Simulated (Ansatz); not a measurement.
Geometry optimisation, Ansatz 0.2.0, RKS PBE0-D4/def2-SVP.

input.yaml

```yaml
crystal:
  periodic: [false, false, false]
  atoms:
    - { symbol: Ta, position_ang: [-0.663152, -0.477295, -0.110639] }
    - { symbol: Cl, position_ang: [2.941517, -0.156172, -0.771573] }
    - { symbol: O, position_ang: [0.237848, 0.033825, 1.457118] }
    - { symbol: H, position_ang: [0.935394, -0.402908, 1.957277] }
    - { symbol: O, position_ang: [0.006461, 0.285815, -1.680692] }
    - { symbol: H, position_ang: [0.945939, 0.349154, -1.918853] }
    - { symbol: F, position_ang: [-1.994561, 0.816453, 0.206131] }
    - { symbol: Cl, position_ang: [-2.470589, -1.968543, -0.392627] }
    - { symbol: O, position_ang: [0.430314, -2.139919, -0.154185] }
    - { symbol: H, position_ang: [0.131649, -3.038205, -0.327369] }
    - { symbol: H, position_ang: [2.440379, -1.384406, -0.634888] }
basis:
  gaussian: { orbitals: def2-SVP }
hamiltonian:
  xc: pbe0
  dispersion: d4
relax:
  f_tol: 0.03
  max_steps: 50
```

Run as:

```bash
$ ansatz run input.yaml --threads 4 --pin off --max-ram 5120MiB --backend cpu --events-out ev --progress --plain --runs-dir out
```

Question: Where does it end, and by what steps?

Answer: The run converged. The force dipped under the threshold on the way, but the program's further checks kept it going. After 29 steps the energy has fallen by 0.239 eV; Cl2 moved furthest, 1.39 Å.

```
step  energy less start (eV)  largest force component (eV/Å)  accepted
   0                  0.0000                           0.963       yes
   2                 -0.1290                           0.584       yes
   4                 -0.1837                           0.145       yes
   6                 -0.2095                           0.217       yes
   8                 -0.2196                           0.146       yes
  10                 -0.2269                           0.247       yes
  12                 -0.2315                           0.162       yes
  14                 -0.2339                           0.089       yes
  16                 -0.2349                           0.142       yes
  18                 -0.2360                           0.123       yes
  20                 -0.2368                           0.103       yes
  22                 -0.2377                           0.150       yes
  24                 -0.2381                           0.023       yes
  26                 -0.2340                           0.477        no
  28                 -0.2386                           0.204        no
  29                 -0.2393                           0.023       yes
```

```xyz
11
Properties=species:S:1:pos:R:3
Ta -0.643 -0.442 0.046
Cl 2.923 -0.943 -1.922
O -0.299 -0.116 1.840
H 0.369 0.165 2.472
O 0.464 0.612 -1.015
H 1.288 0.427 -1.514
F -2.117 0.682 -0.282
Cl -2.163 -2.242 -0.161
O 0.687 -1.870 -0.345
H 0.457 -2.807 -0.318
H 1.975 -1.549 -1.170
```

Whether the end is a true minimum wasn't checked by a vibrational analysis.

Run time: 120 s on 4 threads of Arm Neoverse V1, on a shared host, peak memory 0.47 GiB.
